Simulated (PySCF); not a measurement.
AgBr₂⁻ (singlet). All numbers come from B3LYP in PySCF with Ag def2-SVPD with ECP28, Br def2-SVPD; scalar-relativistic core potentials, no spin–orbit coupling; density-fitted integrals.

Harmonic bands of its minimum:

| ω (cm⁻¹) | IR (km/mol, summed over degenerate members) | degeneracy |
| --- | --- | --- |
| 64 | 7.9 | 2 |
| 155 | 0.0 | 1 |
| 237 | 37.6 | 1 |

Problem. The central atom is Ag. Infer the point group and assign the bands.

Solution. D∞h. The modes span πu + σg+ + σu+: 64 πu, 155 σg+, 237 σu+. The computed geometry has Ag–Br 2.515 Å (×2); Br–Ag–Br 180.0°.

Other isomers or separated fragments may lie lower. The lowest empty level of this anion is unbound, so it and the gap depend on the basis.
